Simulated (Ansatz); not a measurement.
S-phenylphenoxathiinium bis(oxalato)borate (C₂₂H₁₃BO₉S). The state is a singlet with charge 0. Geometry PBE-D4/def2-SVP, basis def2-SVP, Ansatz.

Cartesian coordinates in Å:
```
O -1.2330 -3.5472 0.7495
C -0.9645 -2.8956 1.7340
O -0.1678 -1.8115 1.7595
B -0.1325 -1.2672 3.1577
O -0.9530 -2.1565 3.9592
C -1.4796 -3.1265 3.1846
O -2.2193 -4.0090 3.5428
O -0.6613 0.1325 3.1062
C 0.3746 0.9616 3.1566
O 0.3628 2.1439 2.8528
C 1.6348 0.1380 3.5583
O 2.7458 0.5845 3.7334
O 1.2605 -1.1449 3.6214
C -0.7233 4.5066 -2.1496
C -0.6598 3.3244 -2.9103
C -0.5369 2.0827 -2.2740
C -0.4858 2.0599 -0.8721
S -0.3240 0.5288 0.0769
C 1.3686 0.0372 -0.1994
C 2.3579 0.7486 0.5022
C 3.6971 0.3693 0.3766
C 4.0385 -0.7146 -0.4510
C 3.0520 -1.4188 -1.1473
C 1.6999 -1.0543 -1.0233
O 0.8122 -1.8143 -1.7296
C -0.5390 -1.6723 -1.6285
C -1.3101 -2.6184 -2.3271
C -2.7021 -2.5842 -2.2514
C -3.3562 -1.6091 -1.4748
C -2.6016 -0.6611 -0.7825
C -1.1982 -0.6791 -0.8833
C -0.5572 3.2227 -0.0879
C -0.6717 4.4571 -0.7482
H -0.8208 5.4770 -2.6597
H -0.7042 3.3709 -4.0088
H -0.4915 1.1493 -2.8551
H 2.0766 1.5821 1.1643
H 4.4639 0.9069 0.9510
H 5.0894 -1.0255 -0.5465
H 3.2944 -2.2771 -1.7902
H -0.7778 -3.3924 -2.8974
H -3.2892 -3.3428 -2.7894
H -4.4525 -1.5989 -1.3969
H -3.0902 0.1024 -0.1579
H -0.5023 3.1511 1.0124
H -0.7244 5.3838 -0.1573
```

```
run  HOMO (eV)  LUMO (eV)
  A      -6.76      -2.68
  B      -5.31      -2.86
  C      -7.16      -2.30
  D      -5.92      -3.05
  E      -5.45      -3.10
```

HSE06 is defined as in plane-wave codes, on full-range PBE exchange. Single mean-field runs in def2-SVP are fitted with def2-universal-jkfit.

The runs used BLYP, HSE06, PBE, PBE0, r2SCAN. Estimate which is which.

A HSE06 (range-separated); B BLYP (0 % exact exchange); C PBE0 (25 % exact exchange); D r2SCAN (0 % exact exchange); E PBE (0 % exact exchange). Exact exchange lowers occupied and raises empty levels; among semilocal functionals meta-GGAs tend to open the gap a little, and such runs are hard to tell apart. The gap grows from 2.35 eV (PBE) to 4.86 eV (PBE0).
